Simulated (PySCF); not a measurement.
hydronium (H₃O), SMILES [OH3+], charge +1. Atoms are numbered in the order given.

```xyz
4

O      0.0000     0.0000     0.0757
H      0.8132     0.4695    -0.2018
H      0.0000    -0.9390    -0.2018
H     -0.8132     0.4695    -0.2018
```
Charge +1, spin multiplicity 1.

Geometry: PBE0-D3(BJ)/def2-TZVPD.

All values below come from PBE0/pcJ-2 (PySCF).

Isotropic couplings with Fermi-contact, spin-dipole and both spin-orbit terms, one fixed conformer, no vibrational averaging. Isotopes: 1H.

### Question
Estimate the spin–spin coupling constants. (An estimate is asked for; the answer gives what the named calculation found.)

### Answer

```json
[
 {"pair": "H2–H3", "bonds apart": "2", "J (Hz)": "-3.8"},
 {"pair": "H2–H4", "bonds apart": "2", "J (Hz)": "-3.8"},
 {"pair": "H3–H4", "bonds apart": "2", "J (Hz)": "-3.8"}
]
```
